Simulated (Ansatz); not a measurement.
## Reading a saddle point

A first-order saddle point of BNH$_{4}$SF$_{2}$, closed shell, PBE0-D4/def2-TZVP, with one imaginary mode of 1169i cm⁻¹:

```xyz
9
angstrom
B -0.6997 0.3267 -0.2352
S 1.3919 0.8095 -0.9818
F -1.2804 -0.4262 -1.1812
F -1.2465 1.5120 0.0662
H 1.0620 -0.0209 0.3112
N -0.1118 -0.4374 0.9467
H 1.4707 -0.2980 -1.7368
H -0.2937 -0.0330 1.8564
H -0.2925 -1.4327 0.9544
```

Ansatz 0.2.0; basis: def2-TZVPP and def2-QZVPP; cores frozen in the correlated methods. Extrapolation: Hartree–Fock as exp(−7.88 √X), correlation as X^−2.97.

Task: Which contacts change along the imaginary mode, and what lies on either side? (A judgement: the text doesn't fix the answer.)

Result: Computed: The step is BHSF₂ ([F][B]([F])[SH]) + NH₃ → BNH₂F₂ ([NH2][B]([F])[F]) + H₂S, with the molecules in contact on both sides. Shortening one way: B1–N6, S2–H5; lengthening the same way: B1–S2, H5–N6.
```json
{"pair": "B1–N6", "one side (Å)": "1.67", "saddle (Å)": "1.53", "other side (Å)": "1.39"}
{"pair": "S2–H5", "one side (Å)": "2.99", "saddle (Å)": "1.57", "other side (Å)": "1.34"}
{"pair": "B1–S2", "one side (Å)": "1.90", "saddle (Å)": "2.27", "other side (Å)": "4.06"}
{"pair": "H5–N6", "one side (Å)": "1.02", "saddle (Å)": "1.40", "other side (Å)": "3.85"}
```

Task: Which side is lower, and how far does the saddle lie above each? (Judge from chemistry; the value comes from the calculation.)

Result: By the calculation: The side with B1–S2, H5–N6 short is lower by 0.043 eV; the saddle lies 1.313 eV above it and 1.270 eV above the other (CCSD(T) at an estimated basis limit (MP2 extrapolated from triple and quadruple zeta, plus CCSD(T) − MP2 in triple zeta); electronic energies).

No T1 diagnostic of these runs exceeds 0.012.

Labels in which every atom is bracketed show which atoms are joined, not bond orders.

For scale, one of the runs: CCSD(T)/def2-TZVPP, 222 basis functions, launched by `ansatz run in.yaml --threads 4 --pin off --events-out ev --progress --plain --max-ram 9574MiB`. Hardware: 4 CPU threads of an Arm Neoverse V2, shared host. Wall time 87 s; peak host memory 3.7 GiB.
